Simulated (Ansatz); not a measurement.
Input file for Ansatz (a program for electronic structure): R-BLYP/def2-TZVPP on ClHOPb (SMILES [OH][Pb][Cl]), a point of a torsion scan. Elements past Kr take the def2 small-core potentials; no spin–orbit coupling.

Ansatz 0.2 input:
```yaml
crystal:
  periodic: [false, false, false]
  atoms:
    - {symbol: O, position_ang: [-1.09916079, 0.03567773, -0.02123213]}
    - {symbol: Pb, position_ang: [0.45703126, 1.16106721, -0.59665586]}
    - {symbol: Cl, position_ang: [2.05642063, -0.51664798, -1.54669097]}
    - {symbol: H, position_ang: [-1.64962939, -0.61244200, 0.40476918]}
basis:
  gaussian:
    orbitals: def2-TZVPP
hamiltonian:
  xc: {name: BLYP}
scf: {lower_state_search: off}
```

Predict the final total energy.

-728.9911 hartree.
